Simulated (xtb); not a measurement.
Input for xtb: GFN1-xTB on Cl (SMILES [Cl]).

```
$ xtb mol.xyz --gfn 1 --sp --chrg 0 --uhf 1
1

Cl     0.00000000     0.00000000     0.00000000
```

It printed:

```
[...]
           -------------------------------------------------
          |                Calculation Setup                |
           -------------------------------------------------



           -------------------------------------------------
          |                 G F N 1 - x T B                 |
           -------------------------------------------------

        Reference                      10.1021/acs.jctc.7b00118
      * Hamiltonian:
        H0-scaling (s, p, d)           1.850000    2.250000    2.000000
        zeta-weighting                 0.000000
      * Dispersion:
        s8                             2.400000
        a1                             0.630000
        a2                             5.000000
        s9                             0.000000
      * Repulsion:
        kExp                           1.500000
        rExp                           1.000000
      * Coulomb:
        alpha                          2.000000
        third order                    atomic
        anisotropic                    false
      * Halogen bond correction:
        rad-scale                      1.300000
        damping                        0.440000


          ...................................................
          :                      SETUP                      :
          :.................................................:
          :  # basis functions                  10          :
          :  # atomic orbitals                   9          :
          :  # shells                            3          :
          :  # electrons                         7          :
          :  # halogen bonds                     0          :
          :  max. iterations                   250          :
          :  Hamiltonian                  GFN1-xTB          :
          :  restarted?                      false          :
          :  GBSA solvation                  false          :
          :  PC potential                    false          :
          :  electronic temp.          300.0000000     K    :
          :  accuracy                    1.0000000          :
          :  -> integral cutoff          0.2500000E+02      :
          :  -> integral neglect         0.1000000E-07      :
          :  -> SCF convergence          0.1000000E-05 Eh   :
          :  -> wf. convergence          0.2000000E-04 e    :
          :  Broyden damping             0.4000000          :
          :  net charge                          0          :
          :  unpaired electrons                  1          :
          ...................................................

 iter      E             dE          RMSdq      gap      omega  full diag
   1     -4.1663539 -0.416635E+01  0.716E-14   11.69      11.7  T
   2     -4.1663539  0.000000E+00  0.573E-14   11.69      11.7  T
   3     -4.1663539  0.000000E+00  0.441E-14   11.69      11.7  T

   *** convergence criteria satisfied after 3 iterations ***

         #    Occupation            Energy/Eh            Energy/eV
      -------------------------------------------------------------
         1        2.0000           -0.8986005             -24.4522
         2        1.6667           -0.4734678             -12.8837
         3        1.6667           -0.4734678             -12.8837
         4        1.6667           -0.4734678             -12.8837 (HOMO)
         5                         -0.0437352              -1.1901 (LUMO)
         6                         -0.0437352              -1.1901
         7                         -0.0437352              -1.1901
         8                         -0.0437352              -1.1901
         9                         -0.0437352              -1.1901
      -------------------------------------------------------------
                  HL-Gap            0.4297326 Eh           11.6936 eV
             Fermi-level           -0.3657054 Eh           -9.9513 eV

 SCC (total)                   0 d,  0 h,  0 min,  0.001 sec
 SCC setup                      ...        0 min,  0.000 sec (  8.354%)
 Dispersion                     ...        0 min,  0.000 sec (  2.712%)
 classical contributions        ...        0 min,  0.000 sec (  1.169%)
 integral evaluation            ...        0 min,  0.000 sec ( 22.812%)
 iterations                     ...        0 min,  0.001 sec ( 53.553%)
 molecular gradient             ...        0 min,  0.000 sec (  1.966%)
 printout                       ...        0 min,  0.000 sec (  8.592%)

         :::::::::::::::::::::::::::::::::::::::::::::::::::::
         ::                     SUMMARY                     ::
         :::::::::::::::::::::::::::::::::::::::::::::::::::::
         :: total energy              -4.166353944697 Eh    ::
         :: gradient norm              0.000000000000 Eh/a0 ::
         :: HOMO-LUMO gap             11.693619000000 eV    ::
         ::.................................................::
         :: SCC energy                -4.166353944697 Eh    ::
         :: -> electrostatic           0.000000000000 Eh    ::
         :: repulsion energy           0.000000000000 Eh    ::
         :: dispersion energy          0.000000000000 Eh    ::
         :: halogen bond corr.         0.000000000000 Eh    ::
         :: add. restraining           0.000000000000 Eh    ::
         :: total charge               0.000000000000 e     ::
         :::::::::::::::::::::::::::::::::::::::::::::::::::::

           -------------------------------------------------
          |                Property Printout                |
           -------------------------------------------------

    * Orbital Energies and Occupations

         #    Occupation            Energy/Eh            Energy/eV
      -------------------------------------------------------------
         1        2.0000           -0.8986005             -24.4522
         2        1.6667           -0.4734678             -12.8837
         3        1.6667           -0.4734678             -12.8837
         4        1.6667           -0.4734678             -12.8837 (HOMO)
         5                         -0.0437352              -1.1901 (LUMO)
         6                         -0.0437352              -1.1901
         7                         -0.0437352              -1.1901
         8                         -0.0437352              -1.1901
         9                         -0.0437352              -1.1901
      -------------------------------------------------------------
                  HL-Gap            0.4297326 Eh           11.6936 eV
             Fermi-level           -0.3657054 Eh           -9.9513 eV

  Mulliken/CM5 charges         n(s)   n(p)   n(d)
     1Cl    0.00000  0.00000   2.000  5.000  0.000

Wiberg/Mayer (AO) data.
largest (>0.10) Wiberg bond orders for each atom

 ---------------------------------------------------------------------------
     #   Z sym  total        # sym  WBO       # sym  WBO       # sym  WBO
 ---------------------------------------------------------------------------
     1  17 Cl   0.000
 ---------------------------------------------------------------------------


 dipole moment from electron density (au)
     X       Y       Z
   0.0000   0.0000   0.0000  total (Debye):    0.000


           -------------------------------------------------
          | TOTAL ENERGY               -4.166353944697 Eh   |
          | GRADIENT NORM               0.000000000000 Eh/α |
          | HOMO-LUMO GAP              11.693619000000 eV   |
           -------------------------------------------------

------------------------------------------------------------------------
------------------------------------------------------------------------
 total:
Note: The following floating-point exceptions are signalling: IEEE_DENORMAL
normal termination of xtb
 SCF:
```

The run finished.

Cost: very roughly 0.03 core-seconds.
